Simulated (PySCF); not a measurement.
# Potential energy of RbN along the bond

Set-up: PySCF, scalar-relativistic core potentials, basis sets Rb def2-SVP with ECP28, N def2-SVP. Energies in eV from Rb + N in their ground configurations at the same level. State: ³Σ⁻ (triplet), unpaired electrons π ↑↑.

All columns are LDA. A positive dipole means Rb(−)N(+).

| R (Å) | E (eV) | μ (D) | Mulliken charge on Rb (basis-dependent) | HOMO (eV) | LUMO (eV) | Mayer bond order | ⟨S²⟩ |
| --- | --- | --- | --- | --- | --- | --- | --- |
| 2.374 | -1.010 | -4.64 | 0.39 | -2.58 | -2.43 | 0.90 | 2.18 |
| 2.485 | -1.190 | -4.83 | 0.38 | -2.62 | -2.31 | 0.88 | 2.20 |
| 2.595 | -1.276 | -4.97 | 0.38 | -2.66 | -2.23 | 0.87 | 2.22 |
| 2.678 | -1.298 | -5.04 | 0.37 | -2.68 | -2.18 | 0.86 | 2.24 |
| 2.761 | -1.294 | -5.09 | 0.36 | -2.70 | -2.14 | 0.84 | 2.26 |
| 2.844 | -1.272 | -5.12 | 0.35 | -2.72 | -2.11 | 0.83 | 2.28 |
| 2.954 | -1.224 | -5.14 | 0.34 | -2.75 | -2.08 | 0.80 | 2.31 |
| 3.092 | -1.144 | -5.14 | 0.32 | -2.77 | -2.06 | 0.77 | 2.35 |
| 3.258 | -1.037 | -5.11 | 0.30 | -2.79 | -2.05 | 0.73 | 2.40 |
| 3.479 | -0.895 | -5.04 | 0.27 | -2.81 | -2.08 | 0.68 | 2.47 |

A fit through these points gives, at Re = 2.705 Å, μ = -5.06 D and dμ/dR = -0.635 D/Å; the reduced mass is 12.02 u.

Q: How strong is the fundamental in the double-harmonic approximation, I = 42.26·(dμ/dR)²/μred km/mol?

A: I = 42.26·(-0.635)²/12.02 = 1.42 km/mol at LDA.

⟨S²⟩ of the unrestricted solution departs from its pure value on part of the curve, where spin states mix. Spin–orbit coupling is left out. The state was picked by a PBE0 search and need not be the measured ground state.
